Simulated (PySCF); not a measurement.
Coordinates in bohr (charge 0 multiplicity 2):
```
Ni    0.0000    0.0000    0.0551
H     0.7538    0.0000   -3.0470
H    -0.7538    0.0000   -3.0470
H     0.0000    0.0000    2.9200
```

All numbers come from UPBE0 in PySCF with Ni def2-TZVP, H def2-TZVP; no relativity; density-fitted integrals.

This geometry of NiH3 is a stationary point at this level.

Problem. What is the point group?

Solution. C2v.

Problem. Is it a minimum?

Solution. Yes: all harmonic wavenumbers are real.

Problem. What are the dipole moment and the gap between the highest occupied and lowest empty levels of either spin?

Solution. 3.58 D and 4.57 eV.

Problem. Give the ideal-gas entropy at 298.15 K and 1 bar by parts.

Solution. translation 160.1, rotation 55.2, vibration 6.2, spin 5.8; total 227.2 J/(mol K).

Only a few start shapes were tried, so a lower isomer may exist. Other spin states or occupations of the open shell can lie lower.
